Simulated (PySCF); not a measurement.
Shapes and spin states of ZrF₂

Computed with PBE0/[Zr def2-TZVP with ECP28, F def2-TZVP], scalar-relativistic core potentials, density fitting, no spin–orbit coupling, PySCF.

Relaxations began from a few typed shapes and spin states; open shells are unrestricted. The search is not exhaustive: other isomers or separated fragments can lie lower, and high-lying points may rest on an excited occupation.

(1) Order these stationary points by electronic energy, lowest first, in kJ/mol from the lowest minimum.
A. broken-symmetry Ms = 0 (⟨S²⟩ 0.91) C2v: Zr–F 1.894 Å (×2); F–Zr–F 126.5°
B. singlet (closed shell, unstable to spin polarisation) C2v: Zr–F 1.862 Å (×2); F–Zr–F 111.6°
C. singlet D∞h: Zr–F 1.910 Å (×2); F–Zr–F 180.0°
D. triplet D∞h: Zr–F 1.934 Å (×2); F–Zr–F 180.0°
E. triplet C2v: Zr–F 1.915 Å (×2); F–Zr–F 141.0°

(2) Which of them are minima?

## Answers

(1) E (0.0), D (9.0), A (10.5), B (47.5), C (97.4).

(2) By energy in kJ/mol, 0.0: minimum; 9.0: saddle point, 2 imaginary modes; 10.5: minimum; 47.5: minimum of the closed-shell surface only; 97.4: saddle point, 2 imaginary modes.

Formally Zr is in oxidation state +2, d2, with 2 unpaired electrons (the high-spin count). The Mulliken spin on Zr is 2.04. The polar-tensor charge on Zr, 1.11, is far below the formal one.

For the lowest minimum: other spin states or occupations of the open shell can lie lower.

The electron or spin density has lower symmetry than the nuclear frame for the broken-symmetry Ms = 0 (⟨S²⟩ 0.91) C2v at 10.5 kJ/mol.
